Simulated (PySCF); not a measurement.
**MgIn at PW91**

Level: PW91. basis Mg aug-cc-pVDZ, In aug-cc-pVDZ-PP with ECP28; scalar-relativistic core potentials; PySCF 2.14.

| Property | Result |
| --- | --- |
| state | ²Π (doublet), unpaired electrons π ↑ |
| bond length | 2.998 Å |
| harmonic wavenumber | 159 cm⁻¹ |
| force constant | 0.295 mdyn/Å |
| rotational constant Be | 0.09450 cm⁻¹ |
| anharmonicity ωexe | 1.25 cm⁻¹ |
| vibration–rotation constant αe | 0.000862 cm⁻¹ |
| well depth De to Mg + In | 0.52 eV |
| dissociation energy D0 | 0.51 eV |
| bond order (Mayer) | 0.99 |
| dipole moment (positive dipole means Mg(−)In(+)) | -0.83 D |

Spin–orbit coupling is left out, which matters for elements this heavy, above all for dissociation energies. The state was picked by a PBE0 search and need not be the measured ground state.
